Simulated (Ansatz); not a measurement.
`FC([SiH3])[SiH2]Cl` + `C=CN[SiH2]Cl` → `C=CN([SiH2]Cl)[SiH2]Cl` + `FC[SiH3]`  (ligand exchange at the Si–C bond)

Computed with Ansatz on PBE0-D4/def2-TZVP structures; ΔE is electronic, products minus reactants. CCSD(T)/CBS adds triple-zeta CCSD(T) − MP2 to the extrapolated MP2 energy (def2 sets, frozen cores). DFT in def2-TZVPP. B3LYP here is the variant with VWN-RPA as its local correlation; programs differ in this. One conformer a species, not always the lowest.

```tsv
level	ΔE (kcal/mol)	difference from CCSD(T)/CBS
PBE-D4	-13.3	3.2
r2SCAN-D4	-14.4	2.1
PBE0-D4	-14.5	2.0
B3LYP-D4	-15.6	0.9
ωB97X-V	-15.2	1.3
ωB97M-V	-15.4	1.1
B2PLYP	-15.1	1.4
PBE	-11.7	4.8
r2SCAN	-13.9	2.6
PBE0	-13.0	3.5
B3LYP	-13.1	3.4
HF/def2-TZVPP	-15.6	0.9
MP2/def2-TZVPP	-18.0	-1.5
SCS-MP2/def2-TZVPP	-17.5	-1.0
CCSD/def2-TZVPP	-16.5	0.0
CCSD(T)/def2-TZVPP	-16.8	-0.3
HF/def2-QZVPP	-15.8	0.7
MP2/def2-QZVPP	-17.9	-1.4
SCS-MP2/def2-QZVPP	-17.4	-0.9
HF/CBS(def2)	-15.8	0.7
MP2/CBS(def2)	-17.7	-1.2
CCSD/CBS(def2)	-16.3	0.2
CCSD(T)/CBS	-16.5	0
```

Largest T1 diagnostic among the species: 0.011.

In def2-TZVPP, CCSD(T) changes the Hartree–Fock value by −1.2 kcal/mol (the triples alone add −0.2 kcal/mol) and MP2 by −2.4 kcal/mol. From PBE to PBE0 (25 % exact exchange), in def2-TZVPP and without D4, ΔE moves by −1.4 kcal/mol.
